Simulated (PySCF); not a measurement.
# Splitting trees

Geometry (Å), atoms numbered from 1 in this order:
```xyz
21

C     2.3469    1.0972    0.5858
C     1.1524    0.1708    0.6987
C     1.3308   -1.1368   -0.0876
O     0.2036   -1.9607   -0.0043
C    -0.9204   -1.3766   -0.5923
C    -1.3276   -0.0965    0.1542
C    -2.5207    0.5916   -0.4695
F    -2.3185    0.7660   -1.7954
F    -3.6193   -0.1889   -0.3270
C    -0.1392    0.8422    0.2774
O    -0.2288    2.0273    0.0637
H     2.5187    1.3899   -0.4613
H     3.2591    0.6117    0.9632
H     2.1796    2.0207    1.1560
H     0.9951   -0.1246    1.7537
H     2.1804   -1.7055    0.3174
H     1.5620   -0.8968   -1.1463
H    -0.7288   -1.1294   -1.6539
H    -1.7383   -2.1089   -0.5577
H    -1.6107   -0.3890    1.1807
H    -2.7192    1.5766   -0.0189
```

[PySCF 2.14.0 with density-fitted response routines: shieldings: GIAO PBE0/pcSseg-1; spin–spin couplings from B3LYP/pcJ-1 (spin–dipole term only in couplings to heteroatoms); geometry from PBE0-D3(BJ)/def2-SVP; single conformer; rapidly exchanging positions averaged; non-relativistic Hamiltonian; gas phase]

Scale: TMS for 1H, 13C (reference shieldings calculated alike).

Spectrometer: 500 MHz for 1H. First-order analysis; couplings under 1 Hz (under 4 Hz in carbon signals) are ignored, and nearly equal couplings are merged; the smaller ones broaden or split the lines further.

Task: What pattern does H17 show (1H)?

Result: A triplet at δ 3.04: 12.4 Hz to H16 and H15 (2 × 1H, 2 or 3 bonds away). Lines in Hz from the centre (relative intensity): +12.4 (1), +0.0 (2), -12.4 (1). The outer lines are 24.8 Hz apart, the sum of the couplings kept, or 0.050 ppm at this field.

Task: What pattern does C1 show in the proton-coupled 13C spectrum?

Result: A quartet at δ 10.3: 135.1 Hz to H12/H13/H14 (3 × 1H, 1 bond away). Lines in Hz from the centre (relative intensity): +202.7 (1), +67.5 (3), -67.5 (3), -202.7 (1). The outer lines are 405.3 Hz apart, the sum of the couplings kept, or 3.224 ppm at this field.

Task: What pattern does H16 show (1H)?

Result: A doublet of doublets of doublets at δ 4.08: 12.7 Hz to H17 (1 × 1H, 2 bonds away), 8.0 Hz to H15 (1 × 1H, 3 bonds away), 1.4 Hz to H19 (1 × 1H, 4 bonds away). Lines in Hz from the centre (relative intensity): +11.1 (1), +9.7 (1), +3.0 (1), +1.6 (1), -1.6 (1), -3.0 (1), -9.7 (1), -11.1 (1). The outer lines are 22.1 Hz apart, the sum of the couplings kept, or 0.044 ppm at this field.

Task: What pattern does H12/H13/H14 show (1H)?

Result: A doublet at δ 0.93: 7.6 Hz to H15 (1 × 1H, 3 bonds away). Lines in Hz from the centre (relative intensity): +3.8 (1), -3.8 (1). The outer lines are 7.6 Hz apart, the sum of the couplings kept, or 0.015 ppm at this field.

Unscaled 3J(H,H) at this level run about 10 % above measured values. Only one conformer was computed, so three-bond couplings in flexible chains and rings are approximate.
